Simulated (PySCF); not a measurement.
Compound: CH₅NO₂Si.
Structure used (PBE0-D3(BJ)/def2-SVP), in Å, numbered top down from 1:
```
atom  x, y, z in Å
N1     1.7663    0.1427    0.1935
C2     0.6053    0.0020   -0.4774
O3     0.5535   -0.1118   -1.6963
Si4   -1.1233   -0.0398    0.3908
O5    -2.0953   -0.2154   -0.9348
H6     1.7953    0.2459    1.1979
H7     2.6376    0.1617   -0.3267
H8    -1.3718    1.2263    1.1418
H9    -1.2167   -1.1846    1.3443
H10   -1.5007   -0.2436   -1.7083
```

Computed with PySCF at PBE0/pcSseg-1 and B3LYP/def2-SVPD, non-relativistic, on one gas-phase PBE0-D3(BJ)/def2-SVP geometry that isn't relaxed in the solvent. The solvent is an IEF-PCM continuum (van der Waals radii × 1.2). Specific hydrogen bonds and non-electrostatic terms are outside this model.

Gas phase at PBE0/pcSseg-1: HOMO -7.53 eV, LUMO -0.25 eV, dipole 4.32 D.

What does the continuum do to the energy, the frontier levels and the dipole at PBE0/pcSseg-1 in methanol and dimethylsulfoxide?

| solvent | ε | E(solvent) − E(gas) (kcal/mol) | polarisation term (kcal/mol) | distortion of the solute (kcal/mol) | HOMO (eV) | LUMO (eV) | dipole (D) |
| --- | --- | --- | --- | --- | --- | --- | --- |
| methanol | 32.61 | -9.32 | -10.91 | 1.59 | -7.48 | -0.10 | 5.49 |
| dimethylsulfoxide | 46.83 | -9.46 | -11.10 | 1.64 | -7.48 | -0.10 | 5.51 |

Polarisation term: ½ Σ q·V over the induced surface charges. Distortion: the rise of the solute's own energy as its density leaves the gas-phase optimum. From methanol to dimethylsulfoxide the lowering changes by a factor 1.02, Onsager's factor (ε − 1)/(2ε + 1) by 1.01 and ε itself by 1.4.

Which radius a makes the point-dipole formula ΔE = −[(ε − 1)/(2ε + 1)]·μ²/a³ give the value in dimethylsulfoxide, with the gas-phase dipole?

μ = 1.698 au and |ΔE| = 0.01508 Eh give a = 2.39 Å; the farthest nucleus lies 2.65 Å from the centroid of the nuclei, so such a sphere wouldn't even hold the nuclei. The formula assumes a rigid point dipole at the centre of a sphere.

Give the dipole vector in the frame of the coordinates (D, pointing from negative to positive charge), gas and dimethylsulfoxide.

Gas (3.06, 0.50, 3.00), solvent (3.79, 0.64, 3.95). Its length changes by +28 % and its direction by 2°.

Which IAO charges (PBE0/pcSseg-1) respond most in dimethylsulfoxide (means over atoms taken as equivalent)?

| atoms | environment | gas (e) | solvent (e) | change |
| --- | --- | --- | --- | --- |
| O3 | carbonyl oxygen | -0.484 | -0.535 | -0.051 |
| O5 | silanol oxygen | -0.789 | -0.813 | -0.024 |
| H6/H7 | N–H hydrogen | +0.282 | +0.302 | +0.020 |
| N1 | nitrogen bound to a carbonyl carbon | -0.482 | -0.471 | +0.011 |
| H8/H9 | Si–H hydrogen | -0.142 | -0.136 | +0.006 |
| Si4 | oxygen-bound silicon | +0.933 | +0.937 | +0.004 |
| C2 | carbonyl carbon | +0.180 | +0.183 | +0.003 |
| H10 | hydroxyl hydrogen | +0.363 | +0.365 | +0.002 |

How do the nuclear quadrupole coupling constants eQVzz/h respond in dimethylsulfoxide?

```csv
nucleus,Q (barn),gas (MHz),solvent (MHz),η gas,η solvent
14N at N1,0.02044,-4.46,-3.93,0.01,0.09
17O at O3,-0.0256,8.97,8.59,0.02,0.14
17O at O5,-0.0256,-7.99,-7.86,0.74,0.73
```

Gas phase at B3LYP/def2-SVPD: HOMO -7.38 eV, LUMO -0.79 eV, dipole 4.35 D.

What does the continuum do to the energy, the frontier levels and the dipole at B3LYP/def2-SVPD in dimethylsulfoxide?

| solvent | ε | E(solvent) − E(gas) (kcal/mol) | polarisation term (kcal/mol) | distortion of the solute (kcal/mol) | HOMO (eV) | LUMO (eV) | dipole (D) |
| --- | --- | --- | --- | --- | --- | --- | --- |
| dimethylsulfoxide | 46.83 | -9.48 | -11.45 | 1.97 | -7.34 | -0.63 | 5.76 |

How does the static polarisability (B3LYP/def2-SVPD, frozen core, with the continuum's full static response) change?

```
           medium  isotropic (au)  principal values (au)  ⟨r²⟩ of the electrons (bohr²)
              gas            56.5       44.3, 60.3, 64.8                          555.4
dimethylsulfoxide            74.0       59.3, 80.8, 82.0                          555.0
```

The isotropic value in dimethylsulfoxide is 1.31 times the gas-phase one; no cavity-field correction is applied. ⟨r²⟩ is taken about the centre of nuclear charge.

The run took 8.2 s wall on one thread, Intel Xeon 6975P-C (x86_64), shared host with 192 logical CPUs at a one-minute load of 69, and the process peaked at 0.58 GiB of memory. This is the whole shielding run at PBE0/pcSseg-1 in dimethylsulfoxide, SCF included.
